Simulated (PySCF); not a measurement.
CH7FO2Si2, SMILES O[Si](O)(F)C[SiH3]. Coordinates come from a PBE-D3(BJ)/def2-SVP optimisation. This is a generated structure with no PubChem entry under its InChIKey; it may be hypothetical. Other conformers were not sampled.

### Question
Give the equilibrium geometry at PBE-D3(BJ)/def2-SVP (PySCF confirms it by a frequency run) as a Z-matrix. (Estimate from the structure and the level; the computed values follow.)

### Answer
Several could match; the one computed here: 
```
C
H 1 1.1103
H 1 1.1105 2 107.21
Si 1 1.8588 2 108.88 3 -117.70
F 4 1.6429 1 108.54 2 -19.41
O 4 1.6597 5 110.64 2 125.74
H 6 0.9728 4 115.89 5 72.85
O 4 1.6698 5 106.73 6 116.57
H 8 0.9726 4 115.52 5 36.86
Si 1 1.9008 2 108.84 3 116.83
H 10 1.5010 1 110.68 2 -170.95
H 10 1.5025 11 109.64 1 122.38
H 10 1.5072 11 108.33 12 117.86
```
